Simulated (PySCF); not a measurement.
disilazane cation (H7NSi2), SMILES [SiH3]N[SiH3] (connectivity only; charge and spin as stated), charge +1, multiplicity 2.

The structure is a stationary point at B3LYP-D3(BJ)/def2-SVP. The spin state was assumed, not searched.

These are TDA-LC-ωPBE/def2-SVPD (PySCF) values and carry that method's errors.

Vertical excitations. 

```json
[
 {"state": "root 1", "energy (eV)": "3.24", "λ (nm)": "382", "f": "0.000", "main pairs": "β HOMO−4→LUMO 47 %, β HOMO→LUMO 47 %"},
 {"state": "root 2", "energy (eV)": "4.09", "λ (nm)": "303", "f": "0.003", "main pairs": "β HOMO−2→LUMO 87 %"},
 {"state": "root 3", "energy (eV)": "4.17", "λ (nm)": "297", "f": "0.159", "main pairs": "β HOMO−1→LUMO 98 %"},
 {"state": "root 4", "energy (eV)": "4.46", "λ (nm)": "278", "f": "0.000", "main pairs": "β HOMO→LUMO 52 %, β HOMO−4→LUMO 45 %"},
 {"state": "root 5", "energy (eV)": "4.63", "λ (nm)": "268", "f": "0.001", "main pairs": "β HOMO−3→LUMO 96 %"},
 {"state": "root 6", "energy (eV)": "5.82", "λ (nm)": "213", "f": "0.014", "main pairs": "β HOMO−5→LUMO 73 %, β HOMO−6→LUMO 13 %, β HOMO−2→LUMO 11 %"},
 {"state": "root 7", "energy (eV)": "7.88", "λ (nm)": "157", "f": "0.001", "main pairs": "α HOMO→LUMO 67 %, α HOMO−2→LUMO+3 13 %, β HOMO−3→LUMO+1 5 %"},
 {"state": "root 8", "energy (eV)": "8.02", "λ (nm)": "155", "f": "0.000", "main pairs": "α HOMO−1→LUMO 33 %, α HOMO−3→LUMO+3 9 %, β HOMO→LUMO+1 34 %, β HOMO−2→LUMO+4 8 %"},
 {"state": "root 9", "energy (eV)": "8.10", "λ (nm)": "153", "f": "0.000", "main pairs": "α HOMO−2→LUMO 31 %, α HOMO→LUMO+3 18 %, β HOMO−1→LUMO+1 29 %, β HOMO−3→LUMO+4 8 %"},
 {"state": "root 10", "energy (eV)": "8.17", "λ (nm)": "152", "f": "0.000", "main pairs": "α HOMO−3→LUMO 30 %, α HOMO−1→LUMO+3 13 %, β HOMO−2→LUMO+1 29 %, β HOMO→LUMO+4 11 %"}
]
```
Unrestricted roots are not spin-pure.
